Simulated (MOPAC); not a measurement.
MOPAC input (PM7):

```
PM7 FORCE THERMO(298,298) PRECISE LET CHARGE=-1 GEO-OK AUX(PRECISION=9) THREADS=1
HBCl2N

N    -1.60827672 1   -0.80455947 1    0.03661823 1
B    -0.50819080 1   -0.24169999 1    0.01284525 1
Cl    1.10240674 1   -1.09877067 1   -0.19298306 1
Cl   -0.12539655 1    1.57575390 1    0.16953943 1
H    -2.56549046 1   -0.78810103 1    0.10880163 1
```

From the output:

```
     H    5   4.389401   0.894813   0.146725   0.035178   4.769069

          HEAT OF FORMATION =    -129.808009 KCALS/MOLE

          ZERO POINT ENERGY      10.988 KCAL/MOL

           NORMAL COORDINATE ANALYSIS (Total motion = 1 Angstrom)

   Root No.       1         2         3         4         5         6         7         8

                 1 A'      2 A'      3 A'      1 A"      4 A'      5 A'      2 A"      6 A'

                 205.0     271.0     328.6     448.7     522.3     612.1     829.8    1545.0

           1   -0.0791    0.0544   -0.0069    0.0000    0.2308    0.1292    0.0000   -0.2359
           2   -0.0363   -0.0508    0.3412    0.0000   -0.0142   -0.0502    0.0000   -0.0336
           3   -0.0000   -0.0000    0.0000   -0.0871    0.0000    0.0000   -0.1052   -0.0000
           4   -0.1277   -0.0172    0.0260   -0.0000    0.2144    0.0445   -0.0000    0.3484
           5   -0.0255   -0.0341   -0.0912   -0.0000   -0.1768    0.4395   -0.0000    0.0354
           6   -0.0000   -0.0000    0.0000    0.3686    0.0000    0.0000    0.0669    0.0000
           7    0.0417   -0.0092   -0.1081    0.0000   -0.0568   -0.0728   -0.0000   -0.0019
           8   -0.0983    0.0626   -0.0666    0.0000   -0.0613   -0.1004   -0.0000   -0.0034
           9   -0.0000   -0.0000   -0.0000   -0.0337   -0.0000   -0.0000    0.0025   -0.0000
          10    0.0376    0.0017    0.1033    0.0000   -0.1030    0.0083    0.0000   -0.0008
          11    0.1073   -0.0522   -0.0495    0.0000    0.1144   -0.0215    0.0000    0.0008
          12    0.0000    0.0000    0.0000   -0.0306    0.0000    0.0000   -0.0047    0.0000
          13   -0.3195   -0.3100   -0.0146    0.0000    0.1154   -0.0031   -0.0000   -0.3643
          14    0.4628    0.7068    0.3221    0.0000    0.2255    0.2726   -0.0000    0.1803
          15   -0.0000   -0.0000   -0.0000   -0.4800   -0.0000   -0.0000    0.8207   -0.0000

   Root No.       9

                 7 A'

                2923.7

           1   -0.0633
           2   -0.0270
           3    0.0000
           4    0.0031
           5   -0.0028
           6    0.0000
           7    0.0002
           8    0.0002
           9   -0.0000
          10    0.0002
          11   -0.0002
          12   -0.0000
          13    0.8333
          14    0.4047
          15    0.0000

           MASS-WEIGHTED COORDINATE ANALYSIS (NORMAL COORDINATES)

   Root No.       1         2         3         4         5         6         7         8

                 1 A'      2 A'      3 A'      1 A"      4 A'      5 A'      2 A"      6 A'

                 205.0     271.0     328.6     448.7     522.3     612.1     829.8    1545.0

           1   -0.2440    0.2109   -0.0153    0.0000    0.5221    0.2783    0.0000   -0.5836
           2   -0.1120   -0.1969    0.7537    0.0000   -0.0321   -0.1081    0.0000   -0.0832
           3   -0.0000   -0.0000    0.0000   -0.2378    0.0000    0.0000   -0.4190   -0.0000
           4   -0.3463   -0.0586    0.0505   -0.0000    0.4262    0.0843   -0.0000    0.7573
           5   -0.0691   -0.1161   -0.1769   -0.0000   -0.3514    0.8318   -0.0000    0.0770
           6   -0.0000   -0.0000    0.0000    0.8837    0.0000    0.0000    0.2340    0.0000
           7    0.2047   -0.0565   -0.3800    0.0000   -0.2045   -0.2496   -0.0000   -0.0074
           8   -0.4828    0.3861   -0.2341    0.0000   -0.2207   -0.3443   -0.0000   -0.0135
           9   -0.0000   -0.0000   -0.0000   -0.1462   -0.0000   -0.0000    0.0160   -0.0000
          10    0.1845    0.0106    0.3631    0.0000   -0.3709    0.0284    0.0000   -0.0032
          11    0.5267   -0.3221   -0.1741    0.0000    0.4118   -0.0736    0.0000    0.0031
          12    0.0000    0.0000    0.0000   -0.1330    0.0000    0.0000   -0.0296    0.0000
          13   -0.2645   -0.3223   -0.0087    0.0000    0.0701   -0.0018   -0.0000   -0.2418
          14    0.3832    0.7347    0.1909    0.0000    0.1369    0.1575   -0.0000    0.1196
          15   -0.0000   -0.0000   -0.0000   -0.3514   -0.0000   -0.0000    0.8767   -0.0000

   Root No.       9

                 7 A'

                2923.7

           1   -0.2456
           2   -0.1046
           3    0.0000
           4    0.0106
           5   -0.0097
           6    0.0000
           7    0.0011
           8    0.0012
           9   -0.0000
          10    0.0013
          11   -0.0011
          12   -0.0000
          13    0.8668
          14    0.4210
          15    0.0000

          DESCRIPTION OF VIBRATIONS

 VIBRATION          1    1A'         ATOM PAIR     ENERGY CONTRIBUTION    RADIAL
 FREQUENCY           204.99         B 2 -- Cl4         +27.4% (209.7%)      2.8%
 TRANSITION DIPOLE   1.6347         N 1 -- H 5         +26.3% (205.5%)     19.0%
 TRAVEL (Ang.)       0.2266         B 2 -- Cl3         +25.9% (204.0%)      0.1%
 REDUCED MASS        6.4083         N 1 -- B 2         +14.7% (153.5%)     85.0%
 EFFECTIVE MASS     35.0319
 FORCE CONSTANT      0.1587

 VIBRATION          2    2A'         ATOM PAIR     ENERGY CONTRIBUTION    RADIAL
 FREQUENCY           271.01         N 1 -- B 2         +34.0% (102.3%)     91.7%
 TRANSITION DIPOLE   1.8136         N 1 -- H 5         +33.9% (102.2%)      0.1%
 TRAVEL (Ang.)       0.3801         B 2 -- Cl3         +13.6% ( 64.7%)     67.9%
 REDUCED MASS        1.7223         Cl3 -- Cl4         +11.5% ( 59.5%)     99.7%
 EFFECTIVE MASS     18.6734
 FORCE CONSTANT      0.0745

 VIBRATION          3    3A'         ATOM PAIR     ENERGY CONTRIBUTION    RADIAL
 FREQUENCY           328.64         N 1 -- B 2         +49.7% (100.2%)      0.5%
 TRANSITION DIPOLE   1.1246         N 1 -- H 5         +19.6% ( 62.9%)     21.4%
 TRAVEL (Ang.)       0.1727         Cl3 -- Cl4         +14.0% ( 53.2%)      0.2%
 REDUCED MASS        6.8761         B 2 -- Cl3          +9.7% ( 44.2%)     45.4%
 EFFECTIVE MASS     23.8281
 FORCE CONSTANT      0.4376

 VIBRATION          4    1A"         ATOM PAIR     ENERGY CONTRIBUTION    RADIAL
 FREQUENCY           448.72         N 1 -- B 2         +36.8% (101.1%)      0.0%
 TRANSITION DIPOLE   0.1868         B 2 -- Cl4         +28.4% ( 88.9%)      0.0%
 TRAVEL (Ang.)       0.1500         B 2 -- Cl3         +28.3% ( 88.7%)      0.0%
 REDUCED MASS        6.6792         N 1 -- H 5          +6.5% ( 42.5%)      0.0%
 EFFECTIVE MASS     11.7733
 FORCE CONSTANT      0.7924

 VIBRATION          5    4A'         ATOM PAIR     ENERGY CONTRIBUTION    RADIAL
 FREQUENCY           522.31         B 2 -- Cl4         +30.6% (113.4%)     98.3%
 TRANSITION DIPOLE   2.4231         B 2 -- Cl3         +23.5% ( 99.4%)     15.4%
 TRAVEL (Ang.)       0.1506         N 1 -- H 5         +22.4% ( 97.1%)     43.5%
 REDUCED MASS        5.6902         N 1 -- B 2         +18.9% ( 89.2%)      8.3%
 EFFECTIVE MASS     23.3440
 FORCE CONSTANT      0.9146

 VIBRATION          6    5A'         ATOM PAIR     ENERGY CONTRIBUTION    RADIAL
 FREQUENCY           612.10         B 2 -- Cl3         +35.9% ( 95.5%)     89.5%
 TRANSITION DIPOLE   5.5291         N 1 -- B 2         +29.3% ( 86.3%)      4.1%
 TRAVEL (Ang.)       0.1296         B 2 -- Cl4         +26.5% ( 82.1%)     54.8%
 REDUCED MASS        6.5543         N 1 -- H 5          +6.2% ( 39.8%)      9.8%
 EFFECTIVE MASS     15.1203
 FORCE CONSTANT      1.4468

 VIBRATION          7    2A"         ATOM PAIR     ENERGY CONTRIBUTION    RADIAL
 FREQUENCY           829.83         N 1 -- H 5         +89.0% ( 95.1%)      0.0%
```

The dipole moment of an ion depends on the origin.
